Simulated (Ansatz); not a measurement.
Frontier orbitals of BrFGe (`[F][Ge][Br]`).

Cartesian coordinates in Å:
```
F 1.234 -0.308 0.791
Ge -0.378 -0.765 0.289
Br -0.856 1.072 -1.080
```

The species carries charge 0 and has multiplicity 1. Correlated methods include outer-core shells of Br, Ge, which these sets cover unevenly. Scalar relativity is left out up to krypton. All single points use the PBE0-D4/def2-TZVP geometry. Basis def2-TZVPP, Ansatz.

```csv
functional,HOMO (eV),LUMO (eV),gap (eV)
LDA (SPW92),-7.25,-3.92,3.33
PBE,-7.05,-3.66,3.39
revPBE,-6.98,-3.56,3.42
BLYP,-6.91,-3.56,3.35
B97M-V,-7.32,-3.54,3.78
PBE0,-8.19,-2.93,5.26
r2SCAN0,-8.40,-2.93,5.47
CAM-B3LYP,-9.45,-1.93,7.52
ωB97M-V,-10.26,-0.96,9.30
```

Q: What is the vertical ionisation energy at frozen-core CCSD(T)/def2-TZVPP? (An estimate is asked.)

A: Computed: 10.46 eV (T1 of the cation 0.019).

Against PBE, PBE0 changes HOMO and LUMO by −1.14 and +0.72 eV, ωB97M-V by −3.21 and +2.69 eV. A gap of 3.39 eV thus becomes 9.29 eV for the same molecule, so an orbital gap means little without its functional. −ε(HOMO) differs from that ionisation energy by −3.42 eV with PBE and −0.21 eV with ωB97M-V.
